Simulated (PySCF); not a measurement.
## Calculated data, CH3BClGe

All values are calculated (PySCF 2.14.0). Calculation on a computer-drawn molecule: the log of a Hartree-Fock and frozen-core CCSD(T) single point meant for a local Hartree-Fock minimum, with one planted fault or none, to be diagnosed. Offsets are logged minus clean, where the clean run is the same molecule without the fault. The reference is restricted for singlets and unrestricted otherwise, and also for a bond in bohr or an excited solution. Adding or removing an electron swaps singlet and doublet. The excited solution moves the top pair (singlet) or top alpha electron (doublet) to the lowest empty orbital. Highest occupied and lowest empty are orbital energies over both spins, largest force is the largest gradient component, triples share is (T) over the correlation energy, the T1 limit is 0.02 restricted and 0.045 unrestricted, electrons count all cores, a negative frequency is imaginary (commonest isotopes), and the dipole is about the centre of nuclear charge; on germanium a core potential holds 10 electrons, which the energies leave out, and 3d is frozen in MP2 and coupled-cluster steps.

```json
{"formula": "CH3BClGe", "logged_structure": {"atoms_angstrom": [["C", 1.1986, -0.723, -0.1852], ["B", 1.099, 0.5204, 0.4295], ["Ge", 0.7354, 2.2455, 1.418], ["Cl", 3.6744, 3.2061, 4.1325], ["H", 0.5807, -1.563, 0.1171], ["H", 1.8993, -0.9167, -0.991], ["H", 0.519, 3.4987, 0.5758]]}, "given": {"meant_charge": 0, "meant_multiplicity": 2, "meant_basis": "cc-pV(D+d)Z", "meant_basis_and_core_potential_on_germanium": "cc-pVDZ-PP ECP10MDF", "logged_electrons": 63, "logged_basis_functions": 89, "logged_SCF_converged": "yes", "logged_spin_squared": 1.5329, "logged_highest_occupied [eV]": -8.7322, "logged_lowest_empty [eV]": -0.89468, "logged_largest_force [hartree/bohr]": 0.023788, "logged_T1_diagnostic": 0.060989, "logged_D1_diagnostic": 0.30814, "logged_triples_share": 0.030695, "logged_CC_converged": "yes", "logged_dipole_magnitude [debye]": 0.59042, "logged_SCF_stable_within_its_kind": "yes", "logged_energy_HF [hartree]": -817.04668, "logged_energy_CCSD(T) [hartree]": -817.50593, "possible_faults": "no fault, one electron removed, one electron added, multiplicity raised by two, geometry at a saddle point, SCF held on an excited solution, minimal basis STO-3G, one bond length entered in bohr, all coordinates scaled", "drawn_bonds_atom": [1, 2, 3, 1, 1, 3], "drawn_bonds_other_atom": [2, 3, 4, 5, 6, 7], "drawn_bonds_order": [2, 1, 1, 1, 1, 1]}, "results": {"planted_fault": "one bond length entered in bohr, row 3 of the drawn bonds", "HF_energy_offset_from_clean_run [kcal/mol]": 59.29, "CCSD(T)_energy_offset_from_clean_run [kcal/mol]": 72.5}, "notes": ["T1 above single-reference limit"]}
```
